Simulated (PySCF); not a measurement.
## Correlation energy of Si (silicon, neutral)

[Ne] 3s1 3p2 4s1, high-spin 5P determinant (an excited configuration). Computed with PySCF 2.14 in aug-cc-pwCVDZ (6s5p3d, 36 functions), with no relativity, point nucleus. Frozen: 1s2; 12 electrons correlated.

MP2 pair energies summed by pair of shells (mhartree):

```csv
pair,energy,share (%)
2p-2p,-88.93,60.7
2s-2p,-23.88,16.3
2p-3p,-7.11,4.9
2p-3s,-5.63,3.8
3p-3p,-5.20,3.6
2s-2s,-4.69,3.2
3p-4s,-4.66,3.2
3s-3p,-2.88,2.0
2s-3p,-1.11,0.8
3s-4s,-0.93,0.6
2p-4s,-0.76,0.5
2s-3s,-0.57,0.4
2s-4s,-0.06,0.0
```

Total MP2 correlation energy: -146.41 mhartree.

Same-spin part -52.44 and opposite-spin part -93.97 mhartree; SCS-MP2 scales them by 1/3 and 6/5 to -130.25 mhartree.
